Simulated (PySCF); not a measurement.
A geometry optimisation, step by step.

Species: C6H3ClFNS.
SMILES with atom numbers: `[F:1][c:2]1[c:3]([Cl:4])[s:5][c:6]2[cH:7][cH:8][nH:9][c:10]12` (hydrogens: H11 on C7; H12 on C8; H13 on N9)

Method: PBE0-D3(BJ)/def2-SVP geometry optimisation, gas phase (PySCF); density fitting, grid level 1; the optimiser is geomeTRIC in internal coordinates, started from a GFN2-xTB structure with every atom displaced at random (about 0.01 Å). The frame can shift and turn from step to step; on so coarse a grid that alone can change the energy by a few meV, and forces under 0.02 eV/Å are noise.

Step 0: E = -33800.5943 eV, largest atomic force 2.196 eV/Å
```
atom  x, y, z in Å  |  force x, y, z in eV/Å
F1      2.151   -1.422    1.172   -0.858   1.373  -1.016
C2      1.542   -0.440    0.429    1.097  -1.504   1.165
C3      2.208    0.545   -0.235    1.646   0.284  -0.088
Cl4     3.956    0.768   -0.259   -1.319  -0.187   0.013
S5      1.170    1.635   -1.107   -0.013   0.059  -0.015
C6     -0.216    0.756   -0.562    1.165  -0.481   0.435
C7     -1.605    0.750   -0.667   -0.478   0.538  -0.446
C8     -2.031   -0.314    0.068   -1.122  -0.655   0.525
N9     -0.985   -0.966    0.645    0.205   0.813  -0.692
C10     0.149   -0.330    0.258    0.104   0.445  -0.292
H11    -2.233    1.439   -1.204   -0.275   0.244  -0.227
H12    -3.042   -0.660    0.250   -0.187  -0.007  -0.017
H13    -1.058   -1.777    1.203    0.034  -0.921   0.654
```

Step 1: E = -33800.6828 eV, largest atomic force 0.537 eV/Å
```
atom  x, y, z in Å  |  force x, y, z in eV/Å
F1      1.997   -1.130    1.557    0.280  -0.352   0.002
C2      1.535   -0.401    0.560   -0.277   0.438   0.141
C3      2.250    0.556   -0.110   -0.134   0.060   0.033
Cl4     3.872    0.971    0.208    0.104  -0.051  -0.121
S5      1.257    1.521   -1.190    0.089   0.028   0.075
C6     -0.160    0.658   -0.690   -0.023  -0.007   0.051
C7     -1.571    0.655   -0.865    0.050  -0.044  -0.108
C8     -2.045   -0.375   -0.077    0.104   0.021   0.022
N9     -0.997   -0.982    0.570   -0.086  -0.167   0.137
C10     0.159   -0.350    0.217   -0.084  -0.061  -0.095
H11    -2.179    1.329   -1.460    0.001   0.000  -0.089
H12    -3.066   -0.708    0.084   -0.054  -0.027  -0.007
H13    -1.072   -1.786    1.181    0.031   0.164  -0.042
```

Step 2: E = -33800.7428 eV, largest atomic force 0.281 eV/Å
```
atom  x, y, z in Å  |  force x, y, z in eV/Å
F1      2.047   -1.210    1.478   -0.038  -0.072  -0.054
C2      1.521   -0.366    0.602    0.080   0.024   0.107
C3      2.239    0.592   -0.065   -0.151   0.139   0.015
Cl4     3.909    0.898    0.093   -0.026  -0.053   0.004
S5      1.236    1.604   -1.086    0.013  -0.115  -0.073
C6     -0.170    0.694   -0.639    0.041  -0.052  -0.082
C7     -1.566    0.634   -0.896    0.011   0.030   0.190
C8     -2.043   -0.386   -0.095   -0.198  -0.080  -0.034
N9     -1.015   -0.958    0.613    0.031   0.096  -0.204
C10     0.139   -0.314    0.273    0.231   0.078   0.141
H11    -2.160    1.264   -1.553    0.007  -0.006   0.007
H12    -3.063   -0.746    0.024   -0.005  -0.013  -0.020
H13    -1.094   -1.748    1.237    0.005   0.024   0.003
```

Step 3: E = -33800.7401 eV, largest atomic force 0.554 eV/Å
```
atom  x, y, z in Å  |  force x, y, z in eV/Å
F1      2.045   -1.237    1.465   -0.021   0.159  -0.037
C2      1.522   -0.345    0.634   -0.060  -0.103  -0.085
C3      2.232    0.611   -0.044    0.072  -0.014   0.053
Cl4     3.914    0.863    0.071    0.018   0.019  -0.011
S5      1.240    1.598   -1.098    0.024  -0.008   0.026
C6     -0.168    0.702   -0.632   -0.098   0.030  -0.004
C7     -1.565    0.636   -0.880   -0.172   0.179  -0.224
C8     -2.058   -0.397   -0.104    0.512   0.211  -0.008
N9     -1.014   -0.939    0.604   -0.052  -0.386   0.236
C10     0.145   -0.289    0.294   -0.295  -0.068  -0.005
H11    -2.154    1.260   -1.548    0.011   0.018  -0.012
H12    -3.073   -0.777   -0.005    0.058   0.006   0.009
H13    -1.086   -1.728    1.229    0.003  -0.043   0.062
```

Step 4: E = -33800.7493 eV, largest atomic force 0.218 eV/Å
```
atom  x, y, z in Å  |  force x, y, z in eV/Å
F1      2.041   -1.227    1.472   -0.001   0.070   0.019
C2      1.517   -0.346    0.632   -0.054  -0.058  -0.081
C3      2.228    0.609   -0.044    0.070  -0.011   0.013
Cl4     3.909    0.866    0.080    0.029   0.014  -0.013
S5      1.241    1.585   -1.110    0.004   0.018   0.058
C6     -0.171    0.698   -0.637    0.052   0.038   0.058
C7     -1.568    0.649   -0.884    0.100  -0.129   0.033
C8     -2.040   -0.389   -0.106   -0.206  -0.038   0.059
N9     -1.012   -0.955    0.609    0.006   0.102  -0.128
C10     0.139   -0.296    0.292    0.023  -0.006  -0.043
H11    -2.160    1.276   -1.546    0.006  -0.015   0.006
H12    -3.055   -0.767   -0.005   -0.014   0.001   0.001
H13    -1.089   -1.745    1.232   -0.014   0.012   0.018
```

Step 5: E = -33800.7508 eV, largest atomic force 0.114 eV/Å
```
atom  x, y, z in Å  |  force x, y, z in eV/Å
F1      2.043   -1.213    1.479   -0.012  -0.088   0.031
C2      1.517   -0.357    0.617    0.093   0.004   0.055
C3      2.236    0.600   -0.048   -0.090   0.054  -0.031
Cl4     3.914    0.879    0.088   -0.032  -0.032   0.015
S5      1.244    1.593   -1.094   -0.021  -0.016  -0.033
C6     -0.166    0.695   -0.637   -0.032  -0.027  -0.039
C7     -1.563    0.640   -0.889   -0.046   0.056   0.030
C8     -2.048   -0.387   -0.102    0.019  -0.007  -0.037
N9     -1.018   -0.959    0.602    0.026  -0.002  -0.024
C10     0.138   -0.308    0.281    0.102   0.029   0.043
H11    -2.152    1.271   -1.549   -0.005   0.007  -0.004
H12    -3.067   -0.752    0.006   -0.002  -0.008  -0.012
H13    -1.098   -1.746    1.229    0.003   0.029   0.005
```

Step 6: E = -33800.7525 eV, largest atomic force 0.048 eV/Å
```
atom  x, y, z in Å  |  force x, y, z in eV/Å
F1      2.037   -1.224    1.480    0.008   0.013  -0.016
C2      1.518   -0.356    0.624   -0.031   0.005  -0.010
C3      2.233    0.603   -0.044    0.011  -0.001   0.018
Cl4     3.912    0.869    0.089    0.005   0.004  -0.002
S5      1.243    1.593   -1.095    0.011  -0.005  -0.008
C6     -0.168    0.698   -0.637    0.022  -0.004  -0.008
C7     -1.565    0.644   -0.889    0.006   0.012   0.015
C8     -2.046   -0.388   -0.107    0.011   0.006   0.009
N9     -1.015   -0.954    0.601   -0.005  -0.044  -0.017
C10     0.141   -0.303    0.283   -0.039   0.010   0.014
H11    -2.154    1.274   -1.550    0.003   0.000  -0.001
H12    -3.063   -0.759   -0.002    0.002  -0.004  -0.004
H13    -1.094   -1.739    1.231   -0.004   0.009   0.011
```

Step 7: E = -33800.7527 eV, largest atomic force 0.028 eV/Å
```
atom  x, y, z in Å  |  force x, y, z in eV/Å
F1      2.038   -1.224    1.479   -0.007   0.005   0.009
C2      1.516   -0.355    0.627    0.011  -0.016  -0.006
C3      2.233    0.604   -0.040    0.006  -0.004  -0.003
Cl4     3.913    0.866    0.092    0.002  -0.001   0.001
S5      1.246    1.589   -1.098   -0.007   0.002   0.017
C6     -0.165    0.698   -0.637   -0.021   0.004   0.009
C7     -1.563    0.647   -0.887   -0.008  -0.005  -0.018
C8     -2.046   -0.387   -0.109   -0.001   0.016   0.010
N9     -1.017   -0.956    0.600    0.011  -0.007  -0.024
C10     0.139   -0.303    0.285    0.014  -0.002  -0.002
H11    -2.151    1.278   -1.549    0.000  -0.001  -0.003
H12    -3.064   -0.759   -0.008    0.002   0.001  -0.002
H13    -1.098   -1.739    1.231   -0.003   0.007   0.012
```

Step 8: E = -33800.7528 eV, largest atomic force under 0.02 eV/Å
```
atom  x, y, z in Å  |  force x, y, z in eV/Å
F1      2.035   -1.226    1.481   -0.004  -0.002   0.005
C2      1.516   -0.357    0.627    0.007  -0.005  -0.002
C3      2.234    0.602   -0.038   -0.002   0.001  -0.004
Cl4     3.913    0.865    0.096   -0.002  -0.002   0.002
S5      1.248    1.590   -1.094   -0.001   0.005   0.002
C6     -0.165    0.698   -0.637    0.003   0.003   0.001
C7     -1.562    0.647   -0.890    0.002   0.000   0.003
C8     -2.046   -0.385   -0.111   -0.004   0.001   0.003
N9     -1.018   -0.956    0.597    0.003  -0.008  -0.015
C10     0.139   -0.304    0.284    0.001   0.001   0.002
H11    -2.149    1.279   -1.551    0.001   0.000  -0.001
H12    -3.064   -0.756   -0.009    0.000  -0.001  -0.003
H13    -1.100   -1.738    1.230   -0.003   0.007   0.009
```

**Question.** Summarise the path.

**Answer.** The energy falls by 0.1585 eV from step 0 to step 8; nine tenths of that is first reached at step 2. It rises by more than 0.2 meV at step 3. The largest force goes from 2.196 to under 0.02 eV/Å. Among the bonds C3–Cl4 changes most, from 1.763 to 1.706 Å; the atoms move by 0.026 Å rms after alignment.

The cost below is that of the whole optimisation. Time: 3.5 min; peak memory 0.67 GiB. Hardware: Intel Xeon Platinum 8259CL at 2.50 GHz, one thread, shared host.
